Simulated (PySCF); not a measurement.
Al(OH) (AlHO), SMILES [OH][Al] (connectivity only; charge and spin as stated), neutral, multiplicity 1.

Coordinates come from a B3LYP-D3(BJ)/def2-TZVPD optimisation.

Two levels are set side by side: TDA-PBE/def2-TZVPD (PySCF) and EOM-CCSD/aug-cc-pVDZ (PySCF). Vertical, same geometry; the bases differ. Differences are taken from unrounded values.

```tsv
quantity	TDA-PBE
lowest singlet excitation (eV)	5.56
lowest triplet excitation (TDA for PBE) (eV)	3.21
```

These are the TDA-PBE values. What does EOM-CCSD give? (Estimate from the structure and the level; the computed values follow.)


```csv
quantity,EOM-CCSD,TDA-PBE minus EOM-CCSD
lowest singlet excitation (eV),5.47,0.09
lowest triplet excitation (TDA for PBE) (eV),3.31,-0.10
```

Rough cost on one machine, each run with all the roots and properties that it gave: EOM-CCSD against TDA-PBE about 3 times.
